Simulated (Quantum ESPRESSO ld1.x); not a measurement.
Problem. Co V, 23 electrons, occupied as [Ar] 3d5. Calculated with ld1.x of Quantum ESPRESSO 7.5: scalar-relativistic Kohn-Sham, relativistic LDA (MacDonald-Vosko exchange, VWN5 correlation), spin-unpolarised, spherical densities, point nucleus. Some entries of the table are withheld. Estimate them.

| orbital | occ. | eigenvalue (eV) | <1/r> (bohr^-1) | <r> (bohr) |
|---|---|---|---|---|
| 1s | 2 | (1) | 26.94 | 0.05638 |
| 2s | 2 | -958.756 | 5.795 | 0.2563 |
| 2p | 6 | (2) | 5.696 | 0.2254 |
| 3s | 2 | (3) | (4) | 0.7624 |
| 3p | 6 | -125.206 | 1.735 | (5) |
| 3d | 5 | -66.2850 | 1.455 | (6) |

Solution. 
(1) 1s eigenvalue (eV): -7618.65
(2) 2p eigenvalue (eV): -831.964
(3) 3s eigenvalue (eV): -161.897
(4) 3s <1/r> (bohr^-1): 1.862
(5) 3p <r> (bohr): 0.7928
(6) 3d <r> (bohr): 0.8772
